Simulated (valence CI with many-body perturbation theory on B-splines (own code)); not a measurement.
**E1 transitions of Sm³¹⁺**

Computed by configuration interaction combined with many-body perturbation theory (CI+MBPT): three valence electrons over a frozen Dirac-Fock core [Ar] 3d10, a basis of 11 s, 11 p, 9 d, 7 f, 5 g, 2 h, 1 i functions for each j, with the one-electron correlation potential Σ1, the two-electron term Σ2, the three-electron term Σ3, Breit, model QED; selected CI, second order for the rest (own B-spline code, finite nucleus).

No measured spectrum was set against this ion. As an estimate, large intervals hold to a few tenths of a per cent, small ones and those within an open d or f shell to about a per cent.

Lines 201 to 248 of 248 in falling wavelength, among levels below 2930900 cm⁻¹, chosen from the strongest by gf and those to the six lowest levels. Wavelengths and rates use the calculated energies. Electric multipoles are in the length gauge, E1 and E2 with the static RPA response of the core. Weak lines are less certain than strong ones. Lines between different terms over intervals too small for the method are left out, as are lines whose strength nearly cancels. Where a level lies close to another of its J and parity, the split of strength between their lines is uncertain. The highest levels of a list are the least certain.

Levels are named by their leading jj configuration (3d3/2^4 stands for four electrons in 3d with j = 3/2), which in mixed levels can hold well under half, so a name can repeat and another be missing. Letters in brackets count levels of one name in rising energy.

```tsv
λ vac (Å)	Upper	Lower	A (s⁻¹)	log gf	Branch %
73.57	(4s 4p3/2 4d5/2) J=3/2	(4s 4p1/2 4p3/2) J=3/2 [b]	1.57e+08	-3.29	0.0
73.23	(4s 4p3/2 4d5/2) J=5/2 [b]	(4s 4p1/2 4p3/2) J=3/2 [b]	1.49e+10	-1.14	2.6
73.08	(4s 4p3/2 4d3/2) J=3/2 [c]	(4s 4p1/2 4p3/2) J=3/2 [b]	3.16e+10	-0.99	4.9
72.78	(4s 4p3/2 4d3/2) J=5/2 [b]	(4s 4p1/2 4p3/2) J=3/2 [a]	8.17e+08	-2.41	0.2
72.65	(4s 4p1/2 4d5/2) J=3/2	(4s 4p1/2^2) J=1/2	7.65e+10	-0.62	18.2
70.92	(4s 4p3/2 4d3/2) J=1/2 [b]	(4s 4p1/2 4p3/2) J=3/2 [a]	5.71e+08	-3.07	0.1
69.83	(4s 4p3/2 4d5/2) J=3/2	(4s 4p1/2 4p3/2) J=5/2	8.66e+08	-2.60	0.2
69.52	(4s 4p3/2 4d5/2) J=5/2 [b]	(4s 4p1/2 4p3/2) J=5/2	5.80e+09	-1.60	1.0
69.39	(4s 4p3/2 4d3/2) J=3/2 [c]	(4s 4p1/2 4p3/2) J=5/2	1.40e+09	-2.39	0.2
68.61	(4s 4p3/2 4d5/2) J=1/2	(4s 4p1/2 4p3/2) J=3/2 [a]	1.63e+09	-2.64	0.5
68.01	(4s^2 4f5/2) J=5/2	(4s 4p1/2 4p3/2) J=3/2 [b]	2.09e+10	-1.06	4.1
67.56	(4s 4p3/2 4d5/2) J=3/2	(4s 4p1/2 4p3/2) J=3/2 [a]	1.46e+09	-2.40	0.3
67.49	(4p3/2^3) J=3/2	(4s 4p1/2^2) J=1/2	4.18e+08	-2.94	0.2
67.26	(4s 4p3/2 4d5/2) J=5/2 [b]	(4s 4p1/2 4p3/2) J=3/2 [a]	2.93e+09	-1.92	0.5
67.14	(4s 4p3/2 4d3/2) J=3/2 [c]	(4s 4p1/2 4p3/2) J=3/2 [a]	3.04e+09	-2.08	0.5
66.69	(4s 4p3/2 4d3/2) J=1/2 [a]	(4s 4p1/2^2) J=1/2	2.88e+06	-5.41	0.0
66.18	(4s 4p3/2 4d3/2) J=3/2 [a]	(4s 4p1/2^2) J=1/2	6.77e+07	-3.75	0.0
64.80	(4s^2 4f5/2) J=5/2	(4s 4p1/2 4p3/2) J=5/2	5.63e+08	-2.67	0.1
64.62	(4s^2 4f7/2) J=7/2	(4s 4p1/2 4p3/2) J=5/2	6.69e+09	-1.48	1.6
63.64	(4s 4p3/2 4d3/2) J=3/2 [b]	(4s 4p1/2^2) J=1/2	1.72e+09	-2.38	0.4
62.83	(4s^2 4f5/2) J=5/2	(4s 4p1/2 4p3/2) J=3/2 [a]	1.25e+09	-2.35	0.2
60.86	(4s 4p3/2 4d3/2) J=1/2 [b]	(4s 4p1/2^2) J=1/2	2.20e+08	-3.61	0.0
59.15	(4s 4p3/2 4d5/2) J=1/2	(4s 4p1/2^2) J=1/2	2.27e+09	-2.62	0.6
58.36	(4s 4p3/2 4d5/2) J=3/2	(4s 4p1/2^2) J=1/2	6.27e+08	-2.89	0.1
58.05	(4s 4p3/2 4d3/2) J=3/2 [c]	(4s 4p1/2^2) J=1/2	4.19e+08	-3.07	0.1
49.00	(4p1/2^2 4d3/2) J=3/2	(4s^2 4p3/2) J=3/2	3.12e+06	-5.35	0.0
46.96	(4p1/2^2 4d5/2) J=5/2	(4s^2 4p3/2) J=3/2	1.67e+07	-4.48	0.0
43.84	(4p1/2 4p3/2 4d3/2) J=5/2 [a]	(4s^2 4p3/2) J=3/2	1.00e+06	-5.76	0.0
43.47	(4p1/2 4p3/2 4d3/2) J=3/2 [a]	(4s^2 4p3/2) J=3/2	2.11e+06	-5.62	0.0
43.39	(4p1/2 4p3/2 4d3/2) J=1/2 [a]	(4s^2 4p3/2) J=3/2	7.54e+05	-6.37	0.0
42.65	(4p1/2^2 4d3/2) J=3/2	(4s^2 4p1/2) J=1/2	9.97e+07	-3.96	0.1
41.96	(4p1/2 4p3/2 4d5/2) J=3/2 [a]	(4s^2 4p3/2) J=3/2	2.78e+07	-4.53	0.0
41.95	(4p1/2 4p3/2 4d3/2) J=5/2 [b]	(4s^2 4p3/2) J=3/2	5.58e+07	-4.05	0.0
41.52	(4p1/2 4p3/2 4d5/2) J=5/2 [a]	(4s^2 4p3/2) J=3/2	3.66e+07	-4.25	0.0
41.47	(4p1/2 4p3/2 4d3/2) J=3/2 [b]	(4s^2 4p3/2) J=3/2	4.88e+07	-4.30	0.0
41.46	(4p1/2 4p3/2 4d3/2) J=1/2 [b]	(4s^2 4p3/2) J=3/2	1.22e+08	-4.20	0.0
41.00	(4p1/2 4p3/2 4d5/2) J=5/2 [b]	(4s^2 4p3/2) J=3/2	6.65e+05	-6.00	0.0
40.19	(4p1/2 4p3/2 4d5/2) J=3/2 [b]	(4s^2 4p3/2) J=3/2	2.43e+06	-5.63	0.0
40.08	(4p1/2 4p3/2 4d5/2) J=1/2	(4s^2 4p3/2) J=3/2	2.74e+06	-5.88	0.0
39.99	(4s 4p1/2 4f5/2) J=5/2 [a]	(4s^2 4p3/2) J=3/2	1.68e+07	-4.62	0.0
39.42	(4s 4p1/2 4f5/2) J=3/2	(4s^2 4p3/2) J=3/2	5.18e+07	-4.32	0.0
39.34	(4s 4p1/2 4f5/2) J=5/2 [b]	(4s^2 4p3/2) J=3/2	1.37e+08	-3.72	0.1
38.40	(4p1/2 4p3/2 4d3/2) J=3/2 [a]	(4s^2 4p1/2) J=1/2	5.76e+04	-7.29	0.0
36.83	(4p1/2 4p3/2 4d3/2) J=3/2 [b]	(4s^2 4p1/2) J=1/2	2.12e+05	-6.76	0.0
36.82	(4p1/2 4p3/2 4d3/2) J=1/2 [b]	(4s^2 4p1/2) J=1/2	3.09e+06	-5.90	0.0
35.82	(4p1/2 4p3/2 4d5/2) J=3/2 [b]	(4s^2 4p1/2) J=1/2	2.75e+08	-3.67	0.1
35.73	(4p1/2 4p3/2 4d5/2) J=1/2	(4s^2 4p1/2) J=1/2	2.91e+08	-3.95	0.1
35.20	(4s 4p1/2 4f5/2) J=3/2	(4s^2 4p1/2) J=1/2	5.11e+08	-3.42	0.2
```
